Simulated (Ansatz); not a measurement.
Calculated with Ansatz (gas phase, PBE0-D4/def2-TZVP geometries, no zero-point term in ΔE). CCSD(T)/CBS is the MP2 limit (def2-TZVPP, def2-QZVPP) plus CCSD(T) − MP2 in def2-TZVPP, frozen cores. This one scheme is used for every species. One conformer a species, not always the lowest.

Consider the cleavage of the Al–Si bond: `[OH][Al]([F])[SiH3]` + HCl → `[OH][Al]([F])[Cl]` + SiH₄.

```tsv
level	ΔE (kJ/mol)
CCSD/def2-SVP	-148.3
HF/CBS(def2)	-167.2
```

Q: What does CCSD(T)/CBS give? (Best estimate.)

A: Computed: -145.7 kJ/mol. The listed levels differ from it by -2.6, -21.5 kJ/mol.

Largest T1 diagnostic among the species: 0.013.

From PBE to PBE0 (25 % exact exchange), in def2-TZVPP and without D4, ΔE moves by −8.2 kJ/mol. In def2-TZVPP, CCSD(T) changes the Hartree–Fock value by +22.5 kJ/mol (the triples alone add +2.2 kJ/mol) and MP2 by +12.0 kJ/mol. Leaving LDA and LC-ωPBE aside and taking each functional with its dispersion term where it has one, the values, not all of them listed here, spread over 26.7 kJ/mol, from BHLYP-D4 to PBE-D4.
